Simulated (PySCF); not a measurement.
Adding and removing an electron: SrSe

RHF; PySCF, scalar-relativistic core potentials, basis sets Sr def2-SVP with ECP28, Se def2-SVP. Neutral (RHF): singlet (closed shell), Re = 2.625 Å, ωe = 283 cm⁻¹, De = 1.32 eV, HOMO -6.33 eV, LUMO -0.88 eV.

SrSe⁺ (UHF): doublet (π ↑), Re = 2.821 Å, ωe = 228 cm⁻¹, De = 1.31 eV to Sr⁺ + Se. The energies at the minima are -2429.91706 hartree for SrSe and -2429.74227 for SrSe⁺.

Problem. Work out the adiabatic ionisation energy, without and with harmonic zero-point energies (1 hartree = 27.2114 eV, 1 eV = 8065.5 cm⁻¹), and the change of the bond length.

Solution. At HF: 0.17479 hartree = 4.756 eV between the minima; the zero-point term (228.0 − 283.0)/2 cm⁻¹ = -0.003 eV makes it 4.753 eV. Re changes by +19.6 pm against the neutral. Minus the HOMO energy is 6.33 eV, +1.57 eV from the value between the minima; Hartree–Fock orbital energies leave out relaxation and correlation. The electron leaves a π orbital; in so polar a molecule the change of length follows mostly from the change of the ionic charges.

Spin–orbit coupling is left out. For an ion De counts to the pair picked by the measured ionisation energies or electron affinities, which need not be the lowest pair at this level. Where the molecule has an RHF reference, its open-shell atoms are computed with UHF. Hartree–Fock leaves out correlation, which carries a large part of most bond energies and some tenths to 1 eV of ionisation energies. States were picked by a PBE0 search and need not be the measured ground states.

Neutral and ion stand on different kinds of reference determinant, which adds to the error of the difference.
